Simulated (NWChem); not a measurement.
Species: SbBr2 cation; SMILES [Br][Sb+][Br]

Program: NWChem. The geometry was optimised at PBE-D3(BJ)/def2-SVP. def2 effective core potentials on Sb; no spin-orbit coupling. Hybrids' shares of exact exchange are those that their runs print; pure functionals count as 0. The functionals differ in more than this share.

```
row                    share of exact exchange  highest occupied level (eV)
---------------------  -----------------------  ---------------------------
PBE/def2-SVP                              0.00                       -12.69
BLYP/def2-SVP                             0.00                       -12.45
B3LYP/def2-SVP                            0.20                       -13.63
PBE0/def2-SVP                             0.25                       -13.96
Hartree-Fock/def2-SVP                     1.00                     withheld
```

Problem. Fit a straight line of the last column on the one before it, predict the withheld value, and compare with the run.

Solution. 
1. Means of the 4 shown rows: x = 0.113, y = -13.183. Slope Σ(x − x̄)(y − ȳ)/Σ(x − x̄)² = -0.2839/0.05188 = -5.472; intercept -12.567.
2. The shown rows scatter about the line by 0.087 (root mean square); the largest residual is -0.12, at PBE/def2-SVP.
3. At x = 1.00 (Hartree-Fock/def2-SVP; beyond the shown range) the line gives -18.04.
4. The run gives -16.45, +1.59 from the line, 18.2 times the scatter.
